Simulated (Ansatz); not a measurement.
# Molecular dynamics of Si₁₆Ge

input.yaml

```yaml
accuracy: low
crystal:
  lattice:
    - [0.0, 5.43, 5.43]
    - [5.43, 0.0, 5.43]
    - [5.43, 5.43, 0.0]
  atoms:
    - { symbol: Si, position: [0.1089264, -0.09125161, 0.00902005] }
    - { symbol: Si, position: [0.12244561, 0.11808158, 0.13543618] }
    - { symbol: Si, position: [0.03403216, -0.06524767, 0.50598609] }
    - { symbol: Si, position: [0.18775927, 0.0210719, 0.64458897] }
    - { symbol: Si, position: [-0.11323583, 0.54837501, -0.07762719] }
    - { symbol: Si, position: [0.07357991, 0.54516604, 0.13119983] }
    - { symbol: Si, position: [0.02233712, 0.41433929, 0.50113971] }
    - { symbol: Si, position: [0.17547654, 0.54937782, 0.56868622] }
    - { symbol: Si, position: [0.39417184, 0.26291664, -0.01577651] }
    - { symbol: Si, position: [0.78465557, 0.25838292, 0.05162076] }
    - { symbol: Si, position: [0.51843509, -0.02735998, 0.35135089] }
    - { symbol: Si, position: [0.67635477, 0.06420515, 0.48457395] }
    - { symbol: Si, position: [0.44224856, 0.52294451, 0.03868718] }
    - { symbol: Si, position: [0.50050366, 0.72851989, 0.25295612] }
    - { symbol: Si, position: [0.53014997, 0.38784756, 0.53411695] }
    - { symbol: Si, position: [0.63186426, 0.56942293, 0.6634853] }
    - { symbol: Ge, position: [0.5149488, 0.89289902, 0.89894742] }
basis:
  ecutwfc: 420.0
kpoints:
  mp_grid: { grid: [2, 2, 2] }
hamiltonian:
  xc: pbe
  pseudopotentials: { kind: paw, azcp: { folder: soft_1 } }
scf:
  occupations: { method: fermi_dirac, width: 0.05 }
  lower_state_search: "off"
md:
  timestep: 3.0
  n_steps: 210
  ensemble: nve
  temperature: 1680.0
  initial_velocities: maxwell_boltzmann
  seed: 456622
```

Run as:

```bash
$ ansatz run input.yaml --threads 1 --pin off --max-ram 3072MiB --backend cpu --events-out ev --progress --plain --runs-dir out
```

It goes on from the last frame of an earlier run, with new velocities.

Output, in part (step lines):

```
md step     0: t =     0.00 fs  T =  1680.0 K  F+E_penalty+E_count = -14459.98389893 eV  E_kin = 3.474509 eV  conserved = -14456.50939016 eV  (11 SCF iters)
md step     1: t =     3.00 fs  T =  1723.3 K  F+E_penalty+E_count = -14460.07315420 eV  E_kin = 3.564061 eV  conserved = -14456.50909344 eV  (8 SCF iters)
md step     2: t =     6.00 fs  T =  1724.0 K  F+E_penalty+E_count = -14460.07391888 eV  E_kin = 3.565474 eV  conserved = -14456.50844497 eV  (8 SCF iters)
md step     3: t =     9.00 fs  T =  1686.3 K  F+E_penalty+E_count = -14459.99548161 eV  E_kin = 3.487597 eV  conserved = -14456.50788465 eV  (8 SCF iters)
md step     4: t =    12.00 fs  T =  1615.6 K  F+E_penalty+E_count = -14459.84859604 eV  E_kin = 3.341241 eV  conserved = -14456.50735542 eV  (8 SCF iters)
md step     5: t =    15.00 fs  T =  1518.2 K  F+E_penalty+E_count = -14459.64618981 eV  E_kin = 3.139900 eV  conserved = -14456.50628969 eV  (5 SCF iters)
md step     6: t =    18.00 fs  T =  1405.7 K  F+E_penalty+E_count = -14459.41119403 eV  E_kin = 2.907160 eV  conserved = -14456.50403403 eV  (5 SCF iters)
md step     7: t =    21.00 fs  T =  1297.6 K  F+E_penalty+E_count = -14459.18428556 eV  E_kin = 2.683557 eV  conserved = -14456.50072834 eV  (5 SCF iters)
[... lines left out ...]
md step   210: t =   630.00 fs  T =  1256.0 K  F+E_penalty+E_count = -14459.10047708 eV  E_kin = 2.597597 eV  conserved = -14456.50287959 eV  (8 SCF iters)
```

The steps, from the saved trajectory:

| time (fs) | T (K) | potential energy less start (eV) | conserved less start (meV/atom) |
| --- | --- | --- | --- |
| 0 | 1680 | 0.000 | 0.00 |
| 21 | 1298 | 0.800 | 0.51 |
| 42 | 1599 | 0.168 | 0.03 |
| 63 | 1436 | 0.514 | 0.50 |
| 84 | 1267 | 0.862 | 0.44 |
| 105 | 1186 | 1.028 | 0.36 |
| 126 | 1023 | 1.369 | 0.60 |
| 147 | 1203 | 0.994 | 0.37 |
| 168 | 1235 | 0.930 | 0.53 |
| 189 | 1284 | 0.826 | 0.33 |
| 210 | 872 | 1.682 | 0.61 |
| 231 | 1112 | 1.179 | 0.19 |
| 252 | 831 | 1.766 | 0.62 |
| 273 | 858 | 1.708 | 0.50 |
| 294 | 932 | 1.556 | 0.50 |
| 315 | 951 | 1.514 | 0.41 |
| 336 | 737 | 1.959 | 0.50 |
| 357 | 749 | 1.934 | 0.48 |
| 378 | 970 | 1.476 | 0.48 |
| 399 | 1280 | 0.836 | 0.45 |
| 420 | 1217 | 0.965 | 0.47 |
| 441 | 1363 | 0.661 | 0.33 |
| 462 | 1303 | 0.787 | 0.45 |
| 483 | 1021 | 1.372 | 0.57 |
| 504 | 1118 | 1.168 | 0.39 |
| 525 | 1011 | 1.391 | 0.49 |
| 546 | 969 | 1.480 | 0.56 |
| 567 | 1001 | 1.415 | 0.58 |
| 588 | 1115 | 1.173 | 0.29 |
| 609 | 1095 | 1.219 | 0.56 |
| 630 | 1256 | 0.883 | 0.38 |

The run went to its last step. The conserved energy stayed within 0.77 meV per atom of its start (net change 0.38 meV per atom), so the integration is sound. A run of 0.63 ps of so small a system gives no equilibrium averages. Limits of this set-up: coarse k mesh, a small cell, in which the defect meets its images, low accuracy level.

Mean squared displacements from the first frame to the last, about the centre of mass: Si 4.86 Å², Ge 12.95 Å².

Last frame:

```xyz
17
Lattice="0.0000 5.4300 5.4300 5.4300 0.0000 5.4300 5.4300 5.4300 0.0000" Properties=species:S:1:pos:R:3
Si 0.588 0.027 -0.304
Si 0.741 1.357 1.643
Si 1.364 3.499 0.591
Si 3.581 2.245 1.291
Si 2.805 0.006 1.508
Si 2.961 0.164 6.675
Si 3.552 0.589 4.340
Si 7.444 4.333 3.514
Si 0.502 2.846 6.126
Si 3.610 6.654 4.623
Si 2.274 4.918 3.543
Si 4.822 4.611 2.318
Si 2.386 2.134 7.787
Si 5.249 5.126 6.435
Si 5.980 6.301 4.325
Si 5.861 6.726 8.243
Ge 9.085 8.471 4.195
```

The run took 20 min on 1 thread of Arm Neoverse V2, on a shared host, peak memory 0.72 GiB.
